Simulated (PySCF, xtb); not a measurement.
C9H9N3, SMILES Cn1cccc1-c1ncccn1.

xtb with GFN2-xTB at its own geometry gives an orbital gap of 2.68 eV and a dipole moment of 2.31 D.

The structure is a stationary point at B3LYP-D3(BJ)/def2-SVP. This is a generated structure with no PubChem entry under its InChIKey; it may be hypothetical. The values are those of a single conformer.

Problem. What does PBE/def2-SVP (PySCF) give? (An estimate is asked for; the answer gives what the named calculation found.)

Solution. gap 3.11 eV (levels -5.01 and -1.90 eV), dipole 2.09 D.
